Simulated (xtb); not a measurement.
cyclopropene (C3H4), singlet, at a GFN2-xTB geometry; GFN2-xTB with GBSA(water) (xtb).

The xtb input:
```
$ xtb mol.xyz --gfn 2 --gbsa water --json

# file mol.xyz
7

C     -0.02398035    -0.00988421     0.85291858
C      0.01415246    -0.64253561    -0.50675464
C      0.01392072     0.65410679    -0.49173477
H      0.86570208    -0.01692030     1.47406113
H     -0.94715748    -0.01665393     1.42309451
H      0.02873121    -1.56595013    -1.03014057
H      0.02816727     1.58940251    -0.99359004
```

Problem. Write the output that xtb gives for this input, abridged.

Solution. 
```
   ID    Z sym.   atoms
    1    6 C      1-3
    2    1 H      4-7

           -------------------------------------------------
          |                Calculation Setup                |
           -------------------------------------------------

           -------------------------------------------------
          |                 G F N 2 - x T B                 |
           -------------------------------------------------

      * Solvation model:               GBSA
        Solvent                        water
        Parameter file                 internal GFN2-xTB/GBSA
        Dielectric constant                8.0200E+01
        Reference state                gsolv [1 M gas/solution]
        Free energy shift                  1.8574E-03 Eh       1.1656E+00 kcal/mol
        Temperature                        2.9815E+02 K
        Density                            1.0000E+00 kg/L
        Solvent mass                       1.8000E+01 g/mol
        Interaction kernel             Still
        Born radius scaling (c1)           1.5524E+00
        Born radii integrator          GBOBC
        Born offset                        2.4628E-02 a0       4.6540E-02 AA
        H-bond correction              true
        Ion screening                  false
        Surface tension                    1.0000E-05 Eh       1.5569E+01 dyn/cm
        Grid points                               230 per atom

          ...................................................
          :                      SETUP                      :
          :.................................................:
          :  # basis functions                  16          :
          :  # atomic orbitals                  16          :
          :  # shells                           10          :
          :  # electrons                        16          :
          :  max. iterations                   250          :
          :  Hamiltonian                  GFN2-xTB          :
          :  restarted?                      false          :
          :  GBSA solvation                   true          :
          :  PC potential                    false          :
          :  electronic temp.          300.0000000     K    :
          :  accuracy                    1.0000000          :
          :  -> integral cutoff          0.2500000E+02      :
          :  -> integral neglect         0.1000000E-07      :
          :  -> SCF convergence          0.1000000E-05 Eh   :
          :  -> wf. convergence          0.1000000E-03 e    :
          :  Broyden damping             0.4000000          :
          :  net charge                          0          :
          :  unpaired electrons                  0          :
          ...................................................

 iter      E             dE          RMSdq      gap      omega  full diag
   1     -8.5117364 -0.851174E+01  0.508E+00    5.18       0.0  T
   2     -8.5179306 -0.619420E-02  0.300E+00    4.98       1.0  T
   3     -8.5182197 -0.289125E-03  0.490E-01    4.90       1.0  T
   4     -8.5185197 -0.300005E-03  0.146E-01    4.88       1.0  T
   5     -8.5185700 -0.503390E-04  0.402E-02    4.90       1.0  T
   6     -8.5185700 -0.474100E-08  0.474E-03    4.90       8.0  T
   7     -8.5185701 -0.829973E-07  0.194E-03    4.90      19.5  T
   8     -8.5185701 -0.117730E-08  0.588E-04    4.90      64.2  T
   9     -8.5185701 -0.161987E-08  0.205E-04    4.90     184.2  T

   *** convergence criteria satisfied after 9 iterations ***

         :::::::::::::::::::::::::::::::::::::::::::::::::::::
         ::                     SUMMARY                     ::
         :::::::::::::::::::::::::::::::::::::::::::::::::::::
         :: total energy              -8.348502486124 Eh    ::
         :: total w/o Gsasa/hb        -8.347917376573 Eh    ::
         :: gradient norm              0.001172946808 Eh/a0 ::
         :: HOMO-LUMO gap              4.904447334693 eV    ::
[...]
          |                Property Printout                |
           -------------------------------------------------

    * Orbital Energies and Occupations

         #    Occupation            Energy/Eh            Energy/eV
      -------------------------------------------------------------
         1        2.0000           -0.6432080             -17.5026
         2        2.0000           -0.5625910             -15.3089
         3        2.0000           -0.5488029             -14.9337
         4        2.0000           -0.5027802             -13.6813
         5        2.0000           -0.4977525             -13.5445
         6        2.0000           -0.4434051             -12.0657
         7        2.0000           -0.4112956             -11.1919
         8        2.0000           -0.3877678             -10.5517 (HOMO)
         9                         -0.2075327              -5.6473 (LUMO)
        10                         -0.0316856              -0.8622
        11                          0.0853404               2.3222
        12                          0.1229092               3.3445
        13                          0.2252150               6.1284
        14                          0.2694756               7.3328
        15                          0.3616083               9.8399
        16                          0.8987684              24.4567
      -------------------------------------------------------------
                  HL-Gap            0.1802351 Eh            4.9044 eV
             Fermi-level           -0.2976502 Eh           -8.0995 eV

     #   Z          covCN         q      C6AA      α(0)
     1   6 C        3.804    -0.060    21.647     6.624
     2   6 C        2.885    -0.040    29.002     8.829
     3   6 C        2.885    -0.040    29.002     8.829
     4   1 H        0.925     0.008     2.917     2.671
     5   1 H        0.925     0.008     2.917     2.671
     6   1 H        0.927     0.062     2.176     2.307
     7   1 H        0.927     0.062     2.176     2.307

 Mol. C6AA /au·bohr⁶  :        473.678725
 Mol. C8AA /au·bohr⁸  :      11015.541377
 Mol. α(0) /au        :         34.236610

Wiberg/Mayer (AO) data.
largest (>0.10) Wiberg bond orders for each atom

 ---------------------------------------------------------------------------
     #   Z sym  total        # sym  WBO       # sym  WBO       # sym  WBO
 ---------------------------------------------------------------------------
     1   6 C    3.908 --     4 H    0.978     5 H    0.978     3 C    0.959
                             2 C    0.959
     2   6 C    3.948 --     3 C    1.995     6 H    0.965     1 C    0.959
     3   6 C    3.948 --     2 C    1.995     7 H    0.965     1 C    0.959
     4   1 H    1.000 --     1 C    0.978
     5   1 H    1.000 --     1 C    0.978
     6   1 H    0.996 --     2 C    0.965
     7   1 H    0.996 --     3 C    0.965
 ---------------------------------------------------------------------------

Topologies differ in total number of bonds
Writing topology from bond orders to xtbtopo.mol

molecular dipole:
                 x           y           z       tot (Debye)
 q only:        0.006       0.002      -0.211
   full:        0.006       0.003      -0.228       0.580
molecular quadrupole (traceless):
                xx          xy          yy          xz          yz          zz
 q only:       -0.616      -0.000       0.780      -0.013       0.011      -0.164
  q+dip:       -1.529      -0.001       2.462      -0.017       0.039      -0.933
   full:       -0.540      -0.000       1.218       0.004       0.022      -0.678

           -------------------------------------------------
          | TOTAL ENERGY               -8.348502486124 Eh   |
          | GRADIENT NORM               0.001172946808 Eh/α |
          | HOMO-LUMO GAP               4.904447334693 eV   |
           -------------------------------------------------

normal termination of xtb
```
